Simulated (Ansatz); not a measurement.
H₄Si₂ (SMILES [SiH][SiH3]), singlet, at the geometry of the source list. Base run: HF/3-21G in Ansatz (a quantum-chemistry and plane-wave program).

Here is a job for Ansatz.
Ansatz 0.2 input:
```yaml
crystal:
  periodic: [false, false, false]
  atoms:
    - {symbol: Si, position_ang: [-0.55400000, -0.01010000, -0.00640000]}
    - {symbol: Si, position_ang: [1.55890000, 0.86810000, -0.09950000]}
    - {symbol: H, position_ang: [-0.93970000, -0.99400000, -1.03200000]}
    - {symbol: H, position_ang: [-1.48610000, 1.11320000, -0.20730000]}
    - {symbol: H, position_ang: [-0.98950000, -0.62700000, 1.25750000]}
    - {symbol: H, position_ang: [2.41040000, -0.35010000, 0.08770000]}
basis:
  gaussian:
    orbitals: 3-21G.json
hamiltonian:
  xc: hf
```
The basis file holds 3-21G in the JSON format of the Basis Set Exchange.

Each row names what was changed in the base input (with any setting that the change needs).

```csv
change,ΔE vs base (kcal/mol)
base,0.000
"point_charge = charge:1.0 position_ang:-0.3668, -5.4175, -0.2829",-0.308
fitting.mean_field = def2-universal-JKFIT,(withheld)
forces = on,0.000
"point_charge = charge:0.5 position_ang:-2.4441, 4.4512, -1.9434",-1.49
lower_state_search = light,0.000
lower_state_search = off,0.000
lower_state_search = full,0.000
fitting.mean_field = cc-pVTZ-JKFIT,(withheld)
"point_charge = charge:-1.0 position_ang:3.744, -3.2117, 2.2872",-3.02
accuracy = high,-0.004
```

**Question.** Some entries are withheld; supply them.

**Answer.** 
- fitting.mean_field = def2-universal-JKFIT, ΔE vs base (kcal/mol): 0.052
- fitting.mean_field = cc-pVTZ-JKFIT, ΔE vs base (kcal/mol): -0.066
